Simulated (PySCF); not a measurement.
Spinor energies of Ir(49+) (iridium, charge +49)

Start: [Ar] 3d10. Calculated with PySCF 2.14 in an even-tempered Gaussian basis (15 s from 13 bohr⁻², ratio 2.8; 13 p from 16 bohr⁻², ratio 2.8; 8 d from 16 bohr⁻², ratio 2.8; 3 f from 62 bohr⁻², ratio 3): generalised Hartree-Fock with the X2C-1e Hamiltonian and a Gaussian nucleus; one run each with spin-orbit coupling (SO) switched off, then screened by Boettger's factors.

| spinor shell | electrons | ε, spin-free (eV) | ε, screened SO (eV) | weight of nominal j (screened SO) | rms radius, screened SO (bohr) |
| --- | --- | --- | --- | --- | --- |
| 1s1/2 | 2 | -79179.0 | -79154.2 | 1.000 | 0.0197 |
| 2s1/2 | 2 | -16116.5 | -16109.3 | 1.000 | 0.0794 |
| 2p1/2 | 2 | -14356.3 | -15531.9 | 1.000 | 0.0673 |
| 2p3/2 | 4 | -14356.3 | -13890.5 | 1.000 | 0.0750 |
| 3s1/2 | 2 | -5667.1 | -5665.2 | 1.000 | 0.200 |
| 3p1/2 | 2 | -5139.7 | -5413.2 | 1.000 | 0.191 |
| 3p3/2 | 4 | -5139.7 | -5029.5 | 1.000 | 0.205 |
| 3d3/2 | 4 | -4578.8 | -4628.2 | 1.000 | 0.179 |
| 3d5/2 | 6 | -4578.8 | -4545.3 | 1.000 | 0.183 |

| quantity | spin-free | screened SO |
| --- | --- | --- |
| E (hartree) | -16051.02068 | -16074.86892 |
| M_J | 0 | 0 |
| ⟨J²⟩ | 0.000 | 0.000 |
| ⟨L²⟩ | 0.000 | 0.073 |
| ⟨S²⟩ | 0.000 | 0.073 |

Breit and QED terms are absent; they matter most for the inner s and p1/2 levels.

Densities and radii are taken from the X2C orbitals without a picture-change correction, which distorts them close to the nucleus.

Without spin-orbit coupling the j labels of p, d and f shells carry no meaning; the spin-free column gives the mean over the occupied spinors of each nl shell.
